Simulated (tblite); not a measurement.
Compound: C6H11O (doublet state).
SMILES with atom numbers: `[CH2:1]=[CH:2][CH:3][C@@H:4]([OH:5])[CH2:6][CH3:7]` (hydrogens: H8, H9 on C1; H10 on C2; H11 on C3; H12 on C4; H13 on O5; H14, H15 on C6; H16, H17, H18 on C7)

Cartesian coordinates in Å at the GFN2-xTB level; atoms count from 1:
```xyz
18
C6H11O angstrom
C     -3.3867   -0.1551    0.3974
C     -2.1521   -0.2078   -0.1917
C     -0.9794   -0.4610    0.4858
C      0.3775   -0.4765   -0.1404
O      0.3757   -0.0992   -1.4970
C      1.3474    0.4003    0.6843
C      2.7730    0.3103    0.1562
H     -3.5013   -0.2990    1.4573
H     -4.2757    0.0328   -0.1752
H     -2.0896   -0.0558   -1.2625
H     -1.0097   -0.6600    1.5466
H      0.7670   -1.5061   -0.1429
H      0.0553    0.8086   -1.5562
H      0.9980    1.4360    0.6381
H      1.3131    0.0797    1.7261
H      3.1702   -0.6911    0.3038
H      2.7925    0.5312   -0.9082
H      3.4160    1.0189    0.6727
```

Calculated harmonic vibrations of the isolated species, GFN2-xTB (tblite), most abundant isotopes, no scaling. The method is semi-empirical: single wavenumbers can be off by several per cent or more. One conformer, not necessarily the lowest. Open shells enter through the occupations alone, without spin polarisation, and single modes of such species can be off by tens of per cent.

Harmonic wavenumbers (cm⁻¹): 51.3, 89.3, 145.8, 178.0, 212.6, 268.0, 339.5, 362.9, 394.2, 469.1, 527.3, 641.4, 716.7, 764.6, 817.2, 877.3, 946.3, 987.7, 1002.3, 1033.8, 1065.0, 1095.3, 1130.6, 1206.7, 1223.1, 1237.3, 1263.6, 1277.1, 1314.4, 1323.7, 1336.8, 1412.1, 1452.4, 1483.0, 1494.3, 1498.2, 1502.2, 2863.6, 2957.5, 2993.4, 3036.4, 3039.8, 3046.1, 3051.4, 3082.5, 3116.1, 3154.7, 3531.0.

A = 6936, B = 1246, C = 1115 MHz; mass 99.081 u (most abundant isotopes); point group C1, symmetry number 1; spin multiplicity 2.

Q: Zero-point energy?

A: Half the sum of the wavenumbers: 33507 cm⁻¹ = 95.80 kcal/mol.

Q: What is S at 400 K and 1 bar for an ideal gas of classical rigid rotors and harmonic oscillators?

A: Translation 41.18, rotation 28.78, vibration 32.96, spin (R ln 2) 1.38: S = 104.3 cal/(mol K).

Q: And Cp and H(400 K) − H(0)?

A: Cp = 43.36 cal/(mol K), of which vibrations give 35.42 (their classical limit is 48 R = 95.4); H(400 K) − H(0) = 10.19 kcal/mol without the zero-point energy, 7.01 from vibrations.

Q: Blend soft modes into free rotors: weight 1/[1 + (100 cm⁻¹/ν̃)⁴] for the oscillator and the rest for a rotor with moment μB/(μ + B), μ = h/(8π²ν), B = 10⁻⁴⁴ kg m². What vibrational entropy results?

A: 30.79 cal/(mol K) in place of 32.96, which changes −T·S at 400 K by +0.87 kcal/mol.

Q: What must be added to the electronic energy to get the Gibbs energy at 400 K and 1 bar?

A: ZPE + [H(400 K) − H(0)] − T·S = 95.80 + 10.19 − 41.72 = 64.27 kcal/mol.

Hindered rotation and anharmonicity are outside this model. Other conformers, if any are populated, would add a mixing term that is left out. The structure is chiral; the term R ln 2 for an equal mix with its mirror image is left out.
